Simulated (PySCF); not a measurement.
Si(H)(SiH3) (H4Si2), SMILES [SiH][SiH3] (connectivity only; charge and spin as stated), neutral, multiplicity 1.

Geometry: PBE0-D3(BJ)/def2-TZVP. The isomer is the one that the SMILES or the coordinates give; other isomers of the formula were not compared.

Two levels are set side by side: TDDFT-PBE/def2-TZVPD (PySCF) and TDDFT-ωB97X/def2-TZVPD (PySCF). Vertical, same geometry. The lowest singlet is HOMO→LUMO 101 % with PBE and HOMO→LUMO 100 % with the other functional; states are paired by order. Differences are taken from unrounded values.

| quantity | TDDFT-PBE |
|---|---|
| lowest singlet excitation (eV) | 1.84 |
| lowest triplet excitation (TDA) (eV) | 0.85 |
| first bright state (f over 0.05) (eV) | 5.62 |
| its oscillator strength | 0.32 |

**Question.** These are the TDDFT-PBE values. What does TDDFT-ωB97X give? (Estimate from the structure and the level; the computed values follow.)

**Answer.** 
```tsv
quantity	TDDFT-ωB97X	TDDFT-PBE minus TDDFT-ωB97X
lowest singlet excitation (eV)	1.84	0.00
lowest triplet excitation (TDA) (eV)	0.92	-0.06
first bright state (f over 0.05) (eV)	6.22	-0.60
its oscillator strength	0.35	-0.02
```

Rough cost on one machine, each run with all the roots and properties that it gave: TDDFT-ωB97X against TDDFT-PBE about 7 times.
